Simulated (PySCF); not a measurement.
Isomers of C7H10NP, one conformer each; single-point electronic energies without zero-point terms and without any empirical dispersion term.

Level: PBE0/pcSseg-1 in PySCF, non-relativistic, each on one gas-phase PBE0-D3(BJ)/def2-SVP geometry that isn't relaxed in the solvent. The solvent is an IEF-PCM continuum (cavity from Bondi-type radii × 1.2). Only the electrostatic response of the medium enters.

```
             isomer  relative energy, gas (kJ/mol)  dipole (D)
  `c1ccc(nc1)P(C)C`                            0.0        1.99
     `C=Cc1cpcn1CC`                           63.4        3.82
`c1(cn(C2CC2)cp1)C`                           84.4        3.74
    `CC#CP(C)CCC#N`                          189.6        4.34
```

Task: How do the relative energies look in chloroform (ε = 4.711)?

Result: 
| isomer | relative energy, solvent (kJ/mol) | E(solvent) − E(gas) (kJ/mol) | dipole in solvent (D) |
| --- | --- | --- | --- |
| `c1ccc(nc1)P(C)C` | 0.0 | -16.4 | 2.56 |
| `C=Cc1cpcn1CC` | 61.5 | -18.2 | 4.90 |
| `c1(cn(C2CC2)cp1)C` | 84.9 | -15.9 | 4.75 |
| `CC#CP(C)CCC#N` | 177.7 | -28.2 | 4.94 |

The order is unchanged. Conformers: `[CH3:1][P:2]([CH3:3])[c:4]1[cH:5][cH:6][cH:7][cH:8][n:9]1` with C1–P2–C4–C5 -71°; `[CH2:1]=[CH:2][c:3]1[cH:4][p:5][cH:6][n:7]1[CH2:8][CH3:9]` with C1–C2–C3–C4 -16°, C6–N7–C8–C9 97°; `[CH3:1][c:2]1[cH:3][n:4]([CH:5]2[CH2:6][CH2:7]2)[cH:8][p:9]1` with C3–N4–C5–C6 130°; `[CH3:1][C:2]#[C:3][P:4]([CH3:5])[CH2:6][CH2:7][C:8]#[N:9]` with C3–P4–C6–C7 -68°, P4–C6–C7–C8 180°. `CC#CP(C)CCC#N` gains most from the continuum, and it has the largest gas-phase dipole. The gains span 12.3 kJ/mol, the gas-phase energies 189.6 kJ/mol.
